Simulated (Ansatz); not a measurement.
Geometry optimisation, RKS PBE0/def2-mTZVP (Ansatz 0.2.0).

input.yaml

```yaml
crystal:
  periodic: [false, false, false]
  atoms:
    - { symbol: Ge, position_ang: [0.247232, -0.045217, -0.05387] }
    - { symbol: H, position_ang: [0.160954, 0.034702, 1.489899] }
    - { symbol: H, position_ang: [1.702676, -0.006603, -0.535975] }
    - { symbol: F, position_ang: [-0.495799, 1.413533, -0.648071] }
    - { symbol: H, position_ang: [-0.550667, -1.233676, -0.593345] }
    - { symbol: Br, position_ang: [-3.020275, -0.096847, 1.472267] }
    - { symbol: H, position_ang: [-1.626722, 0.051509, 2.020894] }
basis:
  gaussian: { orbitals: def2-mTZVP }
hamiltonian:
  xc: pbe0
relax:
  f_tol: 0.03
  max_steps: 50
```

Command:

```bash
$ ansatz run input.yaml --threads 2 --pin off --max-ram 3072MiB --backend cpu --events-out ev --progress --plain --runs-dir out
```

**Question.** Where does it end, and by what steps?

**Answer.** The forces met the threshold. The force dipped under the threshold on the way, but the program's further checks kept it going. After 28 steps the energy has fallen by 0.322 eV; H2 moved furthest, 1.26 Å.

```
step  energy less start (eV)  largest force component (eV/Å)  accepted
   0                  0.0000                           1.396       yes
   1                 -0.1130                           0.330       yes
   2                 -0.1358                           0.159       yes
   3                 -0.1475                           0.211       yes
   4                 -0.1531                           0.128       yes
   5                 -0.1574                           0.330       yes
   6                 -0.1622                           0.196       yes
   7                 -0.1728                           0.059       yes
   8                 -0.1767                           0.084       yes
   9                 -0.1678                           0.743        no
  10                 -0.1820                           0.125       yes
  11                 -0.1879                           0.191       yes
  12                 -0.1962                           0.367       yes
  13                 -0.2073                           0.636       yes
  14                 -0.2415                           0.107       yes
  15                 -0.2609                           0.060       yes
  16                 -0.2701                           0.624       yes
  17                 -0.3004                           0.262       yes
  18                 -0.2952                           0.469        no
  19                 -0.3098                           0.146       yes
  20                 -0.3145                           0.047       yes
  21                 -0.3171                           0.026       yes
  22                 -0.3173                           0.258       yes
  23                 -0.3199                           0.068       yes
  24                 -0.3207                           0.006       yes
  25                 -0.3217                           0.047       yes
  26                 -0.3219                           0.071       yes
  27                 -0.3222                           0.031       yes
  28                 -0.3223                           0.008       yes
```

```xyz
7
Properties=species:S:1:pos:R:3
Ge 0.545 -0.217 -0.106
H 1.131 -0.726 1.214
H 1.529 0.635 -0.913
F -0.757 0.881 0.346
H -0.117 -1.320 -0.937
Br -3.527 0.231 2.168
H -2.388 0.635 1.380
```

Whether the end is a true minimum wasn't checked by a vibrational analysis.

The run took 74 s on 2 threads of Intel(R) Xeon(R) Platinum 8375C CPU @ 2.90GHz (Ice Lake), on a shared host, peak memory 0.26 GiB.
